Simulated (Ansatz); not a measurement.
BH3Br− (SMILES [BH3-]Br): methods side by side

BH3Br−: 5 atoms, total charge -1, spin state singlet. As SMILES, `[BH3-]Br`. The shape is that of a GFN2-xTB optimisation.

Each level gives the vertical detachment energy (to the doublet neutral) (eV). The values are calculated.

```
        level                    kind  program  value (eV)  less FCI/STO-3G  CPU time (all runs)
    HF/STO-3G            Hartree–Fock   Ansatz        0.40            +0.10                1.4 s
 SVWN5/STO-3G                     LDA   Ansatz        0.55            +0.25                4.9 s
revPBE/STO-3G                     GGA   Ansatz        0.61            +0.31                 10 s
r2SCAN/STO-3G                meta-GGA   Ansatz        0.89            +0.59                 25 s
 BHLYP/STO-3G           global hybrid   Ansatz        1.10            +0.80                 31 s
 HSE06/STO-3G  range-separated hybrid   Ansatz        0.95            +0.65                 27 s
B2PLYP/STO-3G           double hybrid   Ansatz        0.80            +0.50                 40 s
   MP2/STO-3G     perturbation theory   Ansatz        0.39            +0.09                3.1 s
   FCI/STO-3G      exact in the basis   Ansatz        0.30             0.00              2.3 min
```

FCI/STO-3G is exact within its basis and frozen core, so for wave-function methods in that basis the difference is their error; functionals converge differently with the basis, so for them it is only a difference. All-electron rows without a relativistic Hamiltonian named are non-relativistic. Spin-orbit coupling, which can split open shells on such heavy atoms by tenths of an eV, is left out. Sets without diffuse functions describe the anion poorly. The values span 0.30 to 1.10 eV. All rows use very small basis sets, so even the best lies far from the true value. In the correlated wave-function rows the outer d shell of Br is correlated, in sets not made for it. CPU times are rough (shared hosts, several kinds of processor): they show what a rung costs within a factor of a few.
